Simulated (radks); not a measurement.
Species: neutral nitrogen. Configuration: [He] 2s2 2p2 4d1 (not the ground configuration). All-electron calculation, scalar-relativistic Kohn-Sham, PBE, spin-polarised, spherical densities, finite nucleus; open shells are filled with parallel spins first; Fermi nuclear charge, rms radius 2.5582 fm. Program: a radial shooting solver on a logarithmic mesh with Libxc functionals.

Radial electron density D(r) = 4 pi r^2 rho(r):

```
   r/bohr * D(r) (the largest magnitude, 7.33, reaches the edge; | marks zero)
  0.02976 |           *
  0.03969 |                 *
  0.05251 |                         *
  0.07004 |                                   *
  0.09267 |                                             *
   0.1236 |                                                     *
   0.1635 |                                                      *
   0.2181 |                                              *
   0.2909 |                                *
   0.3849 |                    *
   0.5134 |               *
   0.6793 |                   *
    0.906 |                       *
    1.208 |                    *
    1.599 |            *
    2.133 |    *
    2.822 |*
    3.763 *
    5.019 *
    6.641 *
    8.858 *
    11.72 *
    15.63 *
    20.68 |*
    27.59 *
    36.79 *
```

D(r) has 3 maxima, at r = 0.147, 0.951, 19.6 bohr, and minima at 0.509 bohr, inside which lie 2.16 electrons.
